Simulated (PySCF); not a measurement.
**Simulated characterisation data**

Single conformer, no relativistic terms, averaged over atoms made equivalent by symmetry, fast rotation or ring inversion, gas phase. Geometry: GFN2-xTB; NMR shieldings at PBE0/pcSseg-1/GIAO; spin–spin couplings from B3LYP/pcJ-1 (spin–dipole term left out of most H,H and C,H couplings); PySCF 2.14.

Referencing at the same level of theory: TMS for $^{1}$H (σ = 31.72 ppm) and $^{13}$C (σ = 186.93 ppm). Multiplet labels drop J under 1 Hz and among equivalent protons, and merge close values. Unscaled 3J(H,H) run several per cent high. Where no couplings were computed, multiplicities follow the n + 1 count of equivalent neighbours, and m marks all less simple cases (inequivalent or close neighbours, rings, F or P nearby). Acid and N–H amide carbonyl carbons lie up to 10 ppm further downfield in solution (hydrogen bonding). Shifts are as computed. Against solution values, carbons near 30 ppm lie about +3 ppm off and those near 130 ppm about +5 ppm. Of 1211 compounds with measured shifts, 218 miss one by over three times the rms of a fit or turn the order of signals round; such compounds aren't used in these exercises. OH and NH positions are gas-phase values without hydrogen bonding to other molecules.

Compound 1 (C₄H₇N). $^{1}$H NMR (400 MHz, computed): δ 6.38 (m, 1H), 6.37 (m, 1H), 4.00 (dt, J = 4.0, 1.5 Hz, 1H), 2.89 (ddd, J = 14.7, 4.0, 1.6 Hz, 1H), 1.83 (dq, J = 14.7, 1.6 Hz, 1H), 0.84 (br s, 2H). $^{13}$C{$^{1}$H} NMR (computed): δ 149.8 (CH), 145.5 (CH), 59.0 (CH), 47.4 (CH2). Structure: `N[C@@H]1C=CC1`.

Compound 2 (C₅H₇NO). $^{1}$H NMR (400 MHz, computed): δ 7.49 (m, 1H), 7.04 (m, 1H), 6.34 (br, 1H), 6.14 (m, 1H), 5.91 (m, 1H), 4.60 (m, 1H), 4.59 (m, 1H). $^{13}$C{$^{1}$H} NMR (computed): δ 162.9, 139.4, 137.3, 136.3, 96.1. Structure: SMILES C(C(NC=C)=O)=C.
